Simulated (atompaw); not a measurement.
**What one change does to a pseudopotential (Mn, PAW (atompaw))**

atompaw 4.2.0.5 input, output lines left out:

```
Mn 25
GGA-PBESOL scalarrelativistic loggrid 1500 logderivrange -8 5 326
4 4 3 0 0 0
4 0 1.5
4 1 0
3 2 5.5
0 0 0
c
c
v
v
c
v
v
v
2
2.25 1.75 1.95 2.20
n
n
y
0.25
n
modrrkj vanderbiltortho besselshape
bessel
1.45
2.25
1.25
1.60
2.25
2.25
```

All-electron outer shells of the reference configuration (PBEsol, scalar-relativistic, ld1.x):

| shell | level (eV) | outermost node (bohr) | outermost maximum (bohr) |
| --- | --- | --- | --- |
| 2s | -740.46 | 0.08 | 0.23 |
| 2p | -627.14 | – | 0.19 |
| 3s | -83.31 | 0.34 | 0.74 |
| 3p | -52.23 | 0.31 | 0.75 |
| 3d | -4.91 | – | 0.76 |
| 4s | -4.60 | 1.06 | 2.57 |
| 4p | -1.10 | 1.17 | 3.60 |

Change: local potential bessel scheme, radius 1.64 bohr.

Cutoffs: the cutoffs (Ry, on a coarse ladder) from which the occupation-weighted sum of valence levels, in a spherical-Bessel basis at the reference potential, stays within 10 and 1 mRy of its value at 400 Ry; they do not see the model core or the augmentation charge, which bear on the density cutoff.

Problem. What does the change do?

Solution. The potential gets neither clearly harder nor softer (60 Ry and 90 Ry → 55 Ry and 90 Ry); the p channel sets the loose cutoff, while the largest relative change is in s, which becomes softer; neither file shows a bound ghost.

```csv
quantity,base,changed
"cutoff, loose",60 Ry,55 Ry
"cutoff, tight",90 Ry,90 Ry
loose cutoff by channel (10 mRy a level),"s 21 Ry, p 40 Ry, d 15 Ry","s 18 Ry, p 40 Ry, d 15 Ry"
bound ghosts,none,none
s: phases at 2.27 bohr within 0.05 rad from the reference energy up to (Ry; the scan ends near 5),to the end of the scan,to the end of the scan
p: phases at 2.27 bohr within 0.05 rad from the reference energy up to (Ry; the scan ends near 5),to the end of the scan,to the end of the scan
d: phases at 2.27 bohr within 0.05 rad from the reference energy up to (Ry; the scan ends near 5),n/a,n/a
lowest overlap eigenvalue by channel,"s 0.65, p 0.34, d 1.00","s 0.77, p 0.70, d 1.00"
```

 The cutoffs see the waves, projectors and local potential, not the compensation charge or the core.
